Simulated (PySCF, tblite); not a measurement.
C5H13PSSi.
Atom-mapped SMILES: `[SiH3:1][C@@H:2]1[CH2:3][CH2:4][CH2:5][CH2:6][P@@H:7]1=[S:8]` (hydrogens: H9, H10, H11 on Si1; H12 on C2; H13, H14 on C3; H15, H16 on C4; H17, H18 on C5; H19, H20 on C6; H21 on P7)

Structure used (GFN2-xTB), in Å, numbered top down from 1:
```
atom  x, y, z in Å
Si1    2.1573   -0.8061    0.5788
C2     1.0621    0.0606   -0.7357
C3     0.4566    1.3992   -0.3200
C4    -0.5225    1.2750    0.8436
C5    -1.7875    0.5137    0.4560
C6    -1.4999   -0.9403    0.1006
P7    -0.2655   -1.0844   -1.2454
S8     0.2178   -2.8787   -1.7632
H9     1.3444   -1.5098    1.5729
H10    3.0485   -1.7368   -0.1001
H11    2.9028    0.2706    1.2348
H12    1.6828    0.2071   -1.6294
H13    1.2661    2.0780   -0.0383
H14   -0.0655    1.8459   -1.1735
H15   -0.0299    0.7731    1.6800
H16   -0.8055    2.2767    1.1757
H17   -2.5022    0.5452    1.2824
H18   -2.2521    1.0088   -0.4013
H19   -1.1051   -1.4938    0.9595
H20   -2.4085   -1.4564   -0.2287
H21   -0.9029   -0.3304   -2.2494
```

The calculation used PBE0/pcSseg-1 in PySCF (dipole) on a GFN2-xTB geometry, gas phase.

Masses are those of the commonest isotopes; rigid-rotor values at the optimised geometry. The values belong to one conformer with, in the numbering `[SiH3:1][C@@H:2]1[CH2:3][CH2:4][CH2:5][CH2:6][P@@H:7]1=[S:8]`, Si1–C2–C3–C4 -64°, C2–C3–C4–C5 -68°, C3–C4–C5–C6 65°, C4–C5–C6–P7 -56°.

(1) What are A, B and C (MHz)?

(2) What kind of rotor is it?

(3) Is it planar, by Δ = Ic − Ia − Ib?

(4) Predict some low-J microwave lines.

(5) Estimate the classical rotational partition function at 50 K, 200 K and 298.15 K.

Results:

(1) Ia = 328.59, Ib = 476.27, Ic = 668.75 u·Å²; 505379 MHz·u·Å²/I gives A = 1538, B = 1061, C = 755.7 MHz.

(2) An asymmetric top. Ray's parameter κ = (2B − A − C)/(A − C) = -0.219; −1 is the prolate and +1 the oblate limit.

(3) Not planar: Δ = Ic − Ia − Ib = -136.10 u·Å². For a rigid frame Δ = −2 Σ m c², so Σ m c² = 68.05 u·Å² lies off the ab plane: 21.81 from hydrogen and 46.24 from heavier atoms. The atom farthest from that plane is 1.90 Å away.

(4) The dipole components are |μa| = 4.89 D, |μb| = 0.62 D, |μc| = 0.60 D. The squared components, which scale the intensities, stand as 1.00 : 0.02 : 0.02 (a : b : c). Some lines, for components of 0.1 D or more:

```json
{"type": "a", "branch": "Q", "J(Ka,Kc)": "1(1,0) ← 1(1,1)", "MHz": "305", "lower level (cm⁻¹)": "0.077"}
{"type": "c", "branch": "Q", "J(Ka,Kc)": "1(1,1) ← 1(0,1)", "MHz": "477", "lower level (cm⁻¹)": "0.061"}
{"type": "b", "branch": "Q", "J(Ka,Kc)": "1(1,0) ← 1(0,1)", "MHz": "782", "lower level (cm⁻¹)": "0.061"}
{"type": "a", "branch": "Q", "J(Ka,Kc)": "2(1,1) ← 2(1,2)", "MHz": "916", "lower level (cm⁻¹)": "0.188"}
{"type": "b", "branch": "Q", "J(Ka,Kc)": "2(1,1) ← 2(0,2)", "MHz": "1194", "lower level (cm⁻¹)": "0.178"}
{"type": "c", "branch": "Q", "J(Ka,Kc)": "2(2,1) ← 2(1,1)", "MHz": "1431", "lower level (cm⁻¹)": "0.218"}
{"type": "b", "branch": "Q", "J(Ka,Kc)": "2(2,0) ← 2(1,1)", "MHz": "1537", "lower level (cm⁻¹)": "0.218"}
{"type": "a", "branch": "R", "J(Ka,Kc)": "1(0,1) ← 0(0,0)", "MHz": "1817", "lower level (cm⁻¹)": "0.000"}
{"type": "b", "branch": "R", "J(Ka,Kc)": "1(1,1) ← 0(0,0)", "MHz": "2294", "lower level (cm⁻¹)": "0.000"}
{"type": "b", "branch": "Q", "J(Ka,Kc)": "2(2,1) ← 2(1,2)", "MHz": "2347", "lower level (cm⁻¹)": "0.188"}
{"type": "c", "branch": "R", "J(Ka,Kc)": "1(1,0) ← 0(0,0)", "MHz": "2599", "lower level (cm⁻¹)": "0.000"}
{"type": "b", "branch": "R", "J(Ka,Kc)": "2(0,2) ← 1(1,1)", "MHz": "3050", "lower level (cm⁻¹)": "0.077"}
{"type": "a", "branch": "R", "J(Ka,Kc)": "2(1,2) ← 1(1,1)", "MHz": "3328", "lower level (cm⁻¹)": "0.077"}
{"type": "a", "branch": "R", "J(Ka,Kc)": "2(0,2) ← 1(0,1)", "MHz": "3527", "lower level (cm⁻¹)": "0.061"}
{"type": "b", "branch": "R", "J(Ka,Kc)": "2(1,2) ← 1(0,1)", "MHz": "3805", "lower level (cm⁻¹)": "0.061"}
{"type": "a", "branch": "R", "J(Ka,Kc)": "2(1,1) ← 1(1,0)", "MHz": "3939", "lower level (cm⁻¹)": "0.087"}
{"type": "c", "branch": "R", "J(Ka,Kc)": "2(1,1) ← 1(0,1)", "MHz": "4721", "lower level (cm⁻¹)": "0.061"}
{"type": "b", "branch": "R", "J(Ka,Kc)": "2(2,1) ← 1(1,0)", "MHz": "5370", "lower level (cm⁻¹)": "0.087"}
{"type": "c", "branch": "R", "J(Ka,Kc)": "2(2,0) ← 1(1,0)", "MHz": "5476", "lower level (cm⁻¹)": "0.087"}
{"type": "c", "branch": "R", "J(Ka,Kc)": "2(2,1) ← 1(1,1)", "MHz": "5675", "lower level (cm⁻¹)": "0.077"}
{"type": "b", "branch": "R", "J(Ka,Kc)": "2(2,0) ← 1(1,1)", "MHz": "5782", "lower level (cm⁻¹)": "0.077"}
```

(5) Point group C1, symmetry number σ = 1; q = (√π/σ)·√((kT/h)³/(ABC)), k/h = 20836.6 MHz/K: 53700 at 50 K, 429000 at 200 K, 781000 at 298.15 K.

Its GFN2-xTB frequencies are all real (lowest 86 cm⁻¹). No vibrational averaging or centrifugal distortion is included, and the geometry carries the error of its method. A rigid rotor knows nothing of internal rotation, which can split or shift real lines.
